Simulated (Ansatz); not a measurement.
Born–Oppenheimer molecular dynamics of CH$_{6}$F$_{2}$Si$_{2}$ (11 atoms, charge 0, multiplicity 1). It starts from a relaxed structure.

Computed with Ansatz 0.2.0, RKS CAM-B3LYP-D4/STO-3G.

```json
{
 "ensemble": "NVT, Nosé–Hoover chain",
 "time step": "0.5 fs",
 "steps asked": "100",
 "set temperature": "1000 K",
 "thermostat": "time constant 100 fs, chain length 1",
 "seed": "832919"
}
```

First frame:

```xyz
11
Properties=species:S:1:pos:R:3
Si 0.087 0.077 0.015
Si -0.044 -0.053 2.275
H -1.403 -0.286 2.687
H 0.769 -1.118 2.800
H 0.393 1.179 2.878
F 1.633 0.240 -0.494
C -0.915 1.515 -0.655
H -1.967 1.429 -0.368
H -0.543 2.467 -0.267
H -0.872 1.562 -1.747
F -0.434 -1.298 -0.702
```

(1) What does the run give?

(2) What happens to the structure?

(3) How do temperature and energy run in time?

Results:

(1) The run went to its last step.

- steps done: 100
- time covered: 50 fs
- mean temperature over the second half: 594 K
- spread of the potential energy over the second half: 11.1 meV per atom
- mean potential energy of the second half above the start: 47.0 meV per atom

The conserved energy stayed within 0.66 meV per atom of its start (net change 0.17 meV per atom), so the integration is sound. The mean temperature of the second half is 41 % below the set value. A run of 0.05 ps of so small a system gives no equilibrium averages. Limits of this set-up: minimal basis.

(2) The same pairs are bonded in the first frame and the last. Pairs count as bonded within 1.25 times the sum of covalent radii (0.12 Å more for H–H). Another seed would give other details.

(3) 
```csv
time (fs),T (K),potential energy less start (eV),conserved less start (meV/atom)
0.0,1000,0.000,0.00
4.0,469,0.624,0.54
8.0,492,0.595,0.24
12.0,667,0.391,0.04
16.0,473,0.625,0.54
20.0,787,0.260,0.12
24.0,570,0.518,0.18
28.0,419,0.702,0.51
32.0,722,0.353,0.16
36.0,616,0.486,0.26
40.0,455,0.684,0.53
44.0,646,0.468,0.26
48.0,736,0.375,0.30
```

Time of the run: 3.8 min on 1 thread of Arm Neoverse V2 (shared host), peak memory 0.11 GiB.
